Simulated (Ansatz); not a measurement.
Cartesian coordinates in Å:
```
Cl 1.269 -1.820 0.975
Hf 0.447 0.212 0.208
Cl 1.411 0.672 -1.854
Cl 0.816 1.918 1.730
Se -2.086 0.060 -0.053
H -1.857 -1.042 -1.006
```

Total charge 0; spin multiplicity 1. Hf: def2 effective core potential.

**Question.** List the CAM-B3LYP/def2-TZVPP orbital energies in eV (Ansatz 0.2.0). (An estimate is asked.)

**Answer.** Computed: Occupied: -12353.09, -2764.88, -2764.72, -2764.72, -1582.29, -1420.51, -1420.46, -1420.44, -259.67, -259.51, -259.51, -214.88, -198.65, -198.62, -198.61, -198.49, -198.49, -198.46, -198.46, -198.45, -198.45, -159.01, -158.84, -158.79, -71.70, -59.81, -59.75, -59.71, -59.58, -59.58, -40.02, -39.96, -39.86, -24.86, -24.55, -24.48, -21.44, -13.02, -12.81, -12.40, -12.40, -11.92, -11.89, -11.69, -11.34, -11.26, -10.97, -10.19, -9.00. Lowest empty: -1.21, -0.91, -0.45, -0.41, -0.24, 0.23, 1.63, 3.21.
